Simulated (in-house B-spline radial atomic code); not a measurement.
A fraction x of an electron is removed from 4p in Zr VI (Zr5+), starting from [Ar] 3d10 4s2 4p5 and keeping the highest spin. Computed with an all-electron radial atomic-structure program (B-spline basis): non-relativistic Hartree-Fock with fractional occupations, spin-polarised, spherical fractional occupations, point nucleus.

Caution: exact exchange at fractional occupations of open shells leaves self-interaction of up to several eV.

```
   x  E(x) - E(0) (eV)  4p down level (eV)
   0            0.0000             -90.007
0.12           10.8720             -91.193
0.13           11.7844             -91.292
0.25           22.8108             -92.482
0.49           45.2934             -94.875
 0.5           46.2426             -94.975
0.62           57.7118             -96.179
 0.7           65.4383             -96.983
0.79           74.2075             -97.890
0.98           92.9892             -99.813
   1           94.9875            -100.016
```

The exact functional would give a straight line between the two integer points. Deviations E(x) - E(0) - x[E(1) - E(0)], in eV: -0.526 at x = 0.12, -0.564 at x = 0.13, -0.936 at x = 0.25, -1.25 at x = 0.49, -1.251 at x = 0.5, -1.18 at x = 0.62, -1.053 at x = 0.7, -0.833 at x = 0.79, -0.099 at x = 0.98.

The curve lies below the straight line by up to 1.251 eV (at x = 0.5): with spherically averaged exact exchange in an open shell, this holds the self-interaction named above.

Question: How well does Slater's transition state (minus the level at half occupation) give the ionisation energy?

Answer: It gives 94.975 eV against 94.987 eV from the two total energies; NIST lists 96.38 eV, ground level to ground level. The end point has an open shell averaged over its orbitals, so its exact exchange keeps a self-interaction and this is no true integer point.
